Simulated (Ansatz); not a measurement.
`[SH][Al]([Cl])[Cl]` + CH₃NH₂ → `C[NH][Al]([Cl])[Cl]` + H₂S at 400 K and 1 bar (ligand exchange at the Al–S bond).

Calculated with Ansatz (gas phase, PBE0-D4/def2-TZVP geometries, no zero-point term in ΔE). CCSD(T)/CBS is the MP2 limit (def2-TZVPP, def2-QZVPP) plus CCSD(T) − MP2 in def2-TZVPP, frozen cores. This one scheme is used for every species. One conformer a species, not always the lowest.

| species | CCSD(T)/CBS energy (Eh) | H − E (kJ/mol) | S (J/(mol·K)) |
| --- | --- | --- | --- |
| `[SH][Al]([Cl])[Cl]` | -1560.13922 | 61.0 | 363.9 |
| CH₃NH₂ | -95.75281 | 185.4 | 256.0 |
| `C[NH][Al]([Cl])[Cl]` | -1256.91293 | 185.2 | 395.2 |
| H₂S | -398.97279 | 53.4 | 215.9 |

H − E and S are ideal-gas, rigid-rotor, harmonic terms from PBE0-D4/def2-TZVP, for one conformer and one mirror image of each species. 1 Eh = 2625.50 kJ/mol, R = 8.31446 J/(mol·K).

Q: By hand: ΔE, ΔH, ΔS and ΔG.

A: ΔE = (-1256.91293) + (-398.97279) − (-1560.13922) − (-95.75281) = 0.00631 Eh = 16.6 kJ/mol. Δ(H − E) = 185.2 + 53.4 − 61.0 − 185.4 = -7.8, so ΔH = 8.8 kJ/mol. ΔS = 395.2 + 215.9 − 363.9 − 256.0 = -8.8 J/(mol·K). ΔG = 8.8 − 400 × (-8.8)/1000 = 12.3 kJ/mol.

Q: By hand: the equilibrium constant, and the temperature at which ΔG would vanish if ΔH and ΔS stayed fixed.

A: log₁₀ K = −ΔG/(RT ln 10) = -1.6. ΔH and −TΔS have one sign here, so there is no such temperature.

TΔS isn't small against ΔH here. A doubt of 5 kJ/mol in ΔE shifts log₁₀ K by 0.7 here. Other conformers and mirror images would add mixing entropy, several J/(mol·K) or more a flexible species. These are equilibria of isolated gas molecules and say nothing of rates. Largest T1 diagnostic: 0.009 (customary marks: 0.02 for closed shells, 0.045 for open ones).

ΔS is within the doubt of such terms, so its sign, and with it that verdict, could turn.
